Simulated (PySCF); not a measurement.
C4H3N2, SMILES c1ccn[c]n1, multiplicity 2. Atoms are numbered in the order given.

```xyz
9

C      0.0000     0.0000     1.3244
N      0.0000     1.1841     0.7808
C      0.0000     1.1891    -0.5569
C      0.0000     0.0000    -1.2848
C      0.0000    -1.1891    -0.5569
N      0.0000    -1.1841     0.7808
H      0.0000     2.1651    -1.0552
H      0.0000     0.0000    -2.3759
H      0.0000    -2.1651    -1.0552
```
Charge 0, spin multiplicity 2.

The structure is a stationary point at PBE0-D3(BJ)/def2-SVP. The isomer is the one that the SMILES or the coordinates give; other isomers of the formula were not compared.

The numbers are results of TDA-PBE/def2-SVPD (PySCF), not measurements.

Vertical excitations. Isolated molecule, no solvent.

Computed UV-visible absorptions:
```csv
state,energy (eV),λ (nm),f,main pairs
root 1,2.40,516,0.000,α HOMO→LUMO 100 %
root 2,3.07,404,0.003,α HOMO→LUMO+1 96 %
root 3,3.44,360,0.000,"α HOMO−1→LUMO 36 %, β HOMO→LUMO+1 62 %"
root 4,3.49,355,0.008,β HOMO→LUMO 97 %
root 5,3.94,314,0.006,"α HOMO−1→LUMO 63 %, β HOMO→LUMO+1 36 %"
root 6,4.32,287,0.000,"α HOMO−1→LUMO+1 78 %, β HOMO→LUMO+2 21 %"
root 7,4.50,276,0.001,β HOMO−1→LUMO 96 %
root 8,4.53,274,0.000,"α HOMO−2→LUMO 46 %, β HOMO−1→LUMO+1 53 %"
root 9,4.58,271,0.000,"α HOMO−1→LUMO+1 21 %, β HOMO→LUMO+2 78 %"
root 10,4.75,261,0.000,"α HOMO−2→LUMO+1 32 %, α HOMO−3→LUMO 20 %, β HOMO−1→LUMO+2 26 %, β HOMO−3→LUMO+1 19 %"
```
Unrestricted roots are not spin-pure.
